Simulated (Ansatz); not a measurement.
Ansatz (a program for electronic structure) input (SVWN5/def2-TZVPD):

Ansatz 0.2 input:
```yaml
crystal:
  periodic: [false, false, false]
  atoms:
    - {symbol: Tl, position_ang: [-0.00000000, -0.00000000, -0.45908937]}
    - {symbol: Cl, position_ang: [0.00000000, 0.00000000, 2.18742580]}
basis:
  gaussian:
    orbitals: def2-TZVPD
hamiltonian:
  xc: {name: SVWN5}
total_charge: 1
magnetization: {spin_polarized: true, initial_magnetization: 1}
output: {forces: true}
```

Output:

```
Functional definition: SVWN5
integrals: 0.03 GiB planned
718 factors; their error is unknown
mean field: 0.29 GiB planned
mean field evaluation 1: about -17149.7313 eV, gradient 4.5e1 eV
mean field evaluation 2: about -16966.2781 eV, gradient 1.3e2 eV
mean field evaluation 4: about -17161.0064 eV, gradient 1.6e1 eV
mean field evaluation 8: about -17162.2865 eV, gradient 8.9e0 eV
mean field evaluation 16: about -17162.8431 eV, gradient 1.6e-5 eV
mean field evaluation 32: about -17162.7586 eV, gradient 1.8e0 eV
mean field -17162.84312096 eV, -630.7228513023 hartree, gradient 4.6e-6 eV, S^2 0.751862; 4 other end points of the search recorded, 0 dependent functions left out
the calculation of the forces begins
reference -17162.84315505 eV, -630.7228525553 hartree; 19, 18 occupied and 83, 84 virtual orbitals, 718 factors
Total energy: -17162.84315505 eV, -630.7228525553 hartree
Atom 0 at    -0.000000    -0.000000    -0.459089 Å, force     0.000000     0.000000     0.749988 eV/Å
Atom 1 at     0.000000     0.000000     2.187426 Å, force    -0.000000    -0.000000    -0.749988 eV/Å
Dipole moment:    -0.000000     0.000000    -0.288447 e Å
```
